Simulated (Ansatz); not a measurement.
Species: CTa (charge 0, doublet). The spin state was set by rule; other spins were not relaxed. 
Structure (B3LYP-D3(BJ)/def2-TZVP (Ansatz, an electronic-structure program) minimum search):
```
Ta
C 1 1.7555
```
Charge 0, spin multiplicity 2.

Quantity: atomisation energy (electronic, to ground-state atoms), in kJ/mol. Cores are frozen in the correlated levels unless marked. UHF or UKS for open shells. No spin-orbit coupling. The frozen core is the preceding noble-gas configuration, with the filled d and f shells of earlier blocks. In def2 rows, elements after Kr have scalar-relativistic effective core potentials. The coupled-cluster limit lacks core correlation, which all-electron functionals hold. CBS marks a two-point X^-3 extrapolation of the correlation energy; Hartree-Fock from the larger set.

| level | program | atomisation energy (kJ/mol) |
|---|---|---|
| HF/def2-SVP | Ansatz | 141.7 |

What does CCSD(T)/CBS(def2-TZVPPD,def2-QZVPPD) (Ansatz) give?

475.8 kJ/mol
